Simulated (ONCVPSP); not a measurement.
**Reading a pseudo-wave (aluminium)**

Columns: radius, all-electron u(r) and pseudo u(r) of the 3s shell (level -11.07 eV) of aluminium in the configuration [Ne] 3s2 3p0.5; PBE, non-relativistic, ONCV scheme, ONCVPSP 4.0.1.

| r (bohr) | all-electron | pseudo |
| --- | --- | --- |
| 0.108 | 0.1104 | 0.0132 |
| 0.215 | -0.1113 | 0.0285 |
| 0.322 | -0.2646 | 0.0480 |
| 0.430 | -0.3056 | 0.0736 |
| 0.538 | -0.2617 | 0.1064 |
| 0.645 | -0.1697 | 0.1463 |
| 0.752 | -0.0550 | 0.1932 |
| 0.860 | 0.0665 | 0.2466 |
| 0.968 | 0.1834 | 0.3042 |
| 1.075 | 0.2892 | 0.3635 |
| 1.182 | 0.3822 | 0.4227 |
| 1.290 | 0.4619 | 0.4803 |
| 1.398 | 0.5278 | 0.5337 |
| 1.505 | 0.5804 | 0.5807 |
| 1.612 | 0.6215 | 0.6202 |
| 1.720 | 0.6523 | 0.6514 |
| 1.828 | 0.6733 | 0.6731 |
| 1.935 | 0.6855 | 0.6855 |
| 2.042 | 0.6900 | 0.6900 |
| 2.150 | 0.6879 | 0.6879 |
| 2.258 | 0.6801 | 0.6801 |
| 2.365 | 0.6677 | 0.6677 |
| 2.472 | 0.6514 | 0.6514 |
| 2.580 | 0.6319 | 0.6319 |
| 2.688 | 0.6099 | 0.6099 |
| 2.795 | 0.5863 | 0.5863 |

**Question.** How many radial nodes do the two functions have?

**Answer.** The all-electron 3s function has n − l − 1 = 2; the pseudo-wave has 0, since the states of the same l below it are removed with the core.

**Question.** At about which radius was the pseudo-wave matched?

**Answer.** 1.95 bohr. The columns agree to 0.0005 from 1.83 bohr on; several derivatives are matched, so the curves merge somewhat inside the radius.

**Question.** Is the pseudo-wave norm-conserving?

**Answer.** Yes: the ONCV scheme keeps the norm inside the radius equal to the all-electron one, which fixes the energy derivative of the logarithmic derivative at the level.
